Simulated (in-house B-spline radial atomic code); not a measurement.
Configurations of the aluminium ion Al⁴⁺, with energies counted from [He] 2s2 2p5. Method: scalar-relativistic (X2C) TPSSh, spin-polarised, spherical fractional occupations, Fermi nucleus of rms radius 3.061 fm. Calculated with a B-spline radial code for spherical atoms. Shells without spins written out take the highest spin.

Caution: exact exchange at fractional occupations of open shells leaves self-interaction of up to several eV.

Occupations are held fixed; configurations that lie above the ionisation limit could autoionise.

| configuration | E - E(ref) (eV) | highest orbital | its <r> (bohr) |
| --- | --- | --- | --- |
| [He] 2s2 2p4 3s1 | 93.725 | 3s up | 1.716 |
| [He] 2s2 2p(2 up, 2 down) 3p(1 up, 0 down) | 108.74 | 3p up | 1.836 |
| [He] 2s1 2p5 3s1 | 131.55 | 3s up | 1.719 |
| [He] 2s(1 up, 0 down) 2p(2 up, 3 down) 3s(1 up, 0 down) | 136.09 | 3s up | 1.729 |
| [He] 2s1 2p5 3p1 | 140.85 | 3p up | 1.828 |

Order these further configurations by energy, lowest first.
A. [He] 2s1 2p5 3d1
B. [He] 2s2 2p4 3d1
C. [He] 2s1 2p6
D. [He] 2s2 2p4 3p1
E. [He] 2s(1 up, 0 down) 2p(3 up, 2 down) 3d(0 up, 1 down)

C (37.998 eV), D (102.95 eV), B (114.61 eV), A (152.32 eV), E (153.03 eV).

How far above the reference does [He] 2s2 2p(2 up, 2 down) 3s(0 up, 1 down) lie?

99.503 eV; its least bound orbital is 3s down with <r> = 1.726 bohr.
